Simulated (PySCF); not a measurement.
# Telling isomers of C7H6N2 apart by NMR

[PySCF 2.14: J couplings at B3LYP/pcJ-1 (spin–dipole term left out of most H,H and C,H couplings); GFN2-xTB geometry; shielding tensors at PBE0/pcSseg-1 (GIAO); equivalent nuclei averaged; one computed conformer; non-relativistic; no solvent]

References, each an isolated molecule treated in the same way: TMS for ¹H and ¹³C. Multiplet labels drop J under 1 Hz and among equivalent protons, and merge close values. Unscaled 3J(H,H) run several per cent high. Where no couplings were computed, multiplicities follow the n + 1 count of equivalent neighbours, and m marks all less simple cases (inequivalent or close neighbours, rings, F or P nearby). Shifts are as computed. Against solution values, carbons near 30 ppm lie about +3 ppm off and those near 130 ppm about +5 ppm. Of 1211 compounds with measured shifts, 218 miss one by over three times the rms of a fit or turn the order of signals round; such compounds aren't used in these exercises. OH and NH positions are gas-phase values without hydrogen bonding to other molecules.

(1) Tabulate the signals of `N#CC1(C#N)CC12CC2`, `c1ccc2[nH]ncc2c1` and their relative energies.

(2) What is the quickest way to tell N#CC1(C#N)CC12CC2 from c1ccc2[nH]ncc2c1?

Answers

(1) 
```tsv
SMILES	carbon types	δC	δH	E rel. (kcal/mol)
N#CC1(C#N)CC12CC2	4×C 3×CH2	121.0, 30.5, 28.2, 10.6, 4.8	1.89 (s, 2H), 1.51 (m, 2H), 1.17 (m, 2H)	65.1
c1ccc2[nH]ncc2c1	2×C 5×CH	144.4, 137.7, 131.0, 129.1, 126.2, 125.6, 112.8	9.57 (br s, 1H), 8.12 (d, 1H), 8.10 (d, 1H), 7.67 (m, 1H), 7.66 (m, 1H), 7.50 (m, 1H)	0.0
```

Energies are electronic energies at PBE0/pcSseg-1 on these geometries, without zero-point or thermal terms, each for the one conformer computed, which needn't be the lowest.

(2) Count the carbon signals: 5 against 7. The first has a three-membered-ring carbon (C) at 30.5 ppm, the second an aromatic CH next to a ring nitrogen at 137.7 ppm. Their most deshielded carbons lie at 121.0 and 144.4 ppm. In the proton spectra the most deshielded non-exchanging signals are 1.89 (s, 2H) and 8.12 (d, J = 1.1 Hz, 1H).
